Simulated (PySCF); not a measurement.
selenium atom (Se), triplet. Base run: HF/cc-pVDZ in PySCF.

Input for PySCF:
```python
from pyscf import gto, scf

mol = gto.Mole()
mol.atom = '''
    Se    0.00000000    0.00000000    0.00000000
'''
mol.basis = 'cc-pvdz'
mol.spin = 2
mol.verbose = 4
mol.build()

mf = scf.UHF(mol)
mf.kernel()
```

Each row names what was changed in the base input (with any setting that the change needs).

| change | ΔE vs base (mEh) | fitting functions |
|---|---|---|
| base | 0.000 | - |
| auxbasis = def2-svp-ri | -886.6 | 127 |
| auxbasis = def2-tzvp-ri | -1938.0 | 159 |
| auxbasis = cc-pvtz-jkfit | -0.001 | 207 |
| auxbasis = even-tempered beta=2.0 | -0.187 | 319 |
| auxbasis = autoaux | 0.060 | 300 |
| exchange = seminumerical (SGX) (with mf = sgx.sgx_fit(mf, auxbasis='def2-universal-jfit'); with mf.with_df.dfj = True) | -0.014 | 58 |
| auxbasis = cc-pvdz-jkfit | 627.7 | 171 |
| auxbasis = cc-pvtz-ri | -2433.3 | 166 |
| auxbasis = even-tempered beta=3.0 | -29.743 | 206 |

A fitting set is made for a task (jfit for Coulomb, jkfit for Coulomb and exchange, ri for correlation) and for a family of orbital bases.

Open shells are given as the SCF converged; they aren't shown to be the lowest states, and a large step between rows can be another state.
